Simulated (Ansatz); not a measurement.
Species: sum formula WO₂F, charge 1, multiplicity 1. 
Geometry from a B3LYP-D3(BJ)/def2-TZVP (Ansatz, an electronic-structure program) optimisation:
```
W
O 1 1.6790
O 1 1.6790 2 103.86
F 1 1.8189 2 105.96 3 111.42
```
Charge +1, spin multiplicity 1.

Total electronic energies in hartree. Cores are frozen in the correlated levels unless marked. Spin-orbit coupling is left out. Frozen are the shells of the preceding noble gas and the d and f shells that filled before the atom's block. In def2 rows, elements after Kr have scalar-relativistic effective core potentials. Basis-set limits of correlation are two-point, X^-3; Hartree-Fock from the larger set. [CCSD(T)-MP2]/basis is that difference in the basis named.

The Hartree-Fock reference is unstable (checked in the largest basis), which strains HF and MP2. The T1 diagnostic of CCSD in the largest basis is 0.030, which is high, so the coupled-cluster rows are less sure than usual.

```csv
level,program,energy (Eh)
HF/def2-QZVPPD,Ansatz,-315.40884
RI-HF/def2-QZVPP,Ansatz,-315.40854
PBE-D4/def2-TZVPD,Ansatz + dftd4,-317.09898
BLYP-D4/def2-TZVPD,Ansatz + dftd4,-317.27868
BLYP/def2-TZVPD,Ansatz,-317.27324
r2SCAN-D4/def2-TZVPD,Ansatz + dftd4,-317.21051
PBE0-D4/def2-TZVPD,Ansatz + dftd4,-317.00052
BHLYP-D3(BJ)/def2-TZVPD,Ansatz + dftd3,-316.99138
BHLYP-D4/def2-TZVPD,Ansatz + dftd4,-316.99064
r2SCANh/def2-TZVPD,Ansatz,-317.15596
HSE06-D3(BJ)/def2-TZVPD,Ansatz + dftd3,-316.99036
CAM-B3LYP-D3(BJ)/def2-TZVPD,Ansatz + dftd3,-317.13723
CAM-B3LYP-D4/def2-TZVPD,Ansatz + dftd4,-317.13719
LC-wPBE-D4/def2-TZVPD,Ansatz + dftd4,-317.12100
wB97X/def2-TZVPD,Ansatz,-317.20520
B2PLYP-D3(BJ)/def2-TZVPD,Ansatz + dftd3,-316.95733
B2PLYP/def2-TZVPD,Ansatz,-316.95487
RPA@PBE/def2-TZVPP,Ansatz,-316.72961
MP2/def2-TZVPPD,Ansatz,-316.41641
RI-MP2/def2-QZVPP,Ansatz,-316.49082
CCSD/def2-SVP,Ansatz,-315.80532
CCSD(T)/def2-TZVPP,Ansatz,-316.39082
"RI-MP2/CBS(def2-TZVPPD,def2-QZVPPD)+[CCSD(T)-MP2]/def2-TZVPPD",Ansatz,-316.5191
```

Totals of different functionals don't rank their quality; only differences between species are comparable.
